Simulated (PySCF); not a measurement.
GeCl₄, SMILES [Cl][Ge]([Cl])([Cl])[Cl]. Geometry optimised at PBE-D3(BJ)/def2-SVP. The isomer is the one that the SMILES or the coordinates give; other isomers of the formula were not compared.

These are PySCF with PBE-D3(BJ)/def2-SVP values and carry that method's errors.

Harmonic wavenumbers (cm⁻¹): 117, 117, 159, 159, 159, 369, 445, 445, 445. Rotational constants (GHz): 1.160, 1.160, 1.160; symmetry number 12.

Work out the zero-point energy and the ideal-gas rigid-rotor harmonic-oscillator thermochemistry at 298.15 K and 1 atm.

ZPE = ½ Σ hcν = ½ × 2416 cm⁻¹ = 14.45 kJ/mol. H − E(el) = 36.00 kJ/mol. Entropy in J/(mol K): translation 175.69, rotation 103.65, vibration 73.20, total 352.55. G − E(el) = -69.11 kJ/mol. Cp = 96.85 J/(mol K). Modes under 150 cm⁻¹ make the vibrational entropy uncertain.
